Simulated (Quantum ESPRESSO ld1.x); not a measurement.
Task: These are the eigenvalues of the occupied orbitals of an atom or ion with whole-number occupations (eV). Method: non-relativistic Kohn-Sham, PBE, spin-unpolarised, spherical densities, point nucleus; computed with ld1.x of Quantum ESPRESSO 7.5.

| orbital | eigenvalue |
|---|---|
| 1s | -1517.93 |
| 2s | -117.774 |
| 2p | -79.7383 |
| 3s | -15.5752 |
| 3p | -9.7533 |

Which element is it, and in what charge state? The configuration may be excited.

Result: Z = 13, aluminium, charge +1: Al+ in [Ne] 3s1 3p1. The list shows which subshells hold electrons but not how many an open one holds; the 1s level, -55.783 hartree, gives Z - s = 10.6 by -(Z - s)^2/2, which with screening narrows Z to a few neighbours, and the depths of the outer levels then fix element, charge and occupations together.
